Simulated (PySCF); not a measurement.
A structure optimised at PBE-D3(BJ)/def2-TZVP, used in a PySCF frequency run:

```
C
H 1 1.0991
H 1 1.1108 2 108.58
H 1 1.1108 2 108.58 3 113.41
N 1 1.4356 2 110.88 4 123.30
H 5 1.0357 1 106.48 2 180.00
```
Charge 0, spin multiplicity 2.

Problem. Write its SMILES, formula and point group.

Solution. C[NH], CH4N, Cs

Problem. What are its rotational constants (standard atomic weights)?

Solution. 123.18, 25.458, 24.260 GHz
